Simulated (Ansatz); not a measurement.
SeH2 (H2Se). The state is a singlet with charge 0. Geometry relaxed at PBE-D4/def2-TZVP.

```xyz
3

Se    0.5342   -0.4307    0.1084
H     0.2611    0.9897    0.4193
H    -0.7953   -0.5589   -0.5278
```

Problem. Estimate the harmonic wavenumbers at RKS PBE-D4/def2-TZVP (Ansatz, unscaled). Is this a minimum?

Solution. 1025, 2364, 2379 cm⁻¹. Yes, no mode is imaginary beyond noise. Zero-point energy 34.5 kJ/mol. Hardware: 2 threads of Arm Neoverse N1 on a shared host. Wall time 6 s.
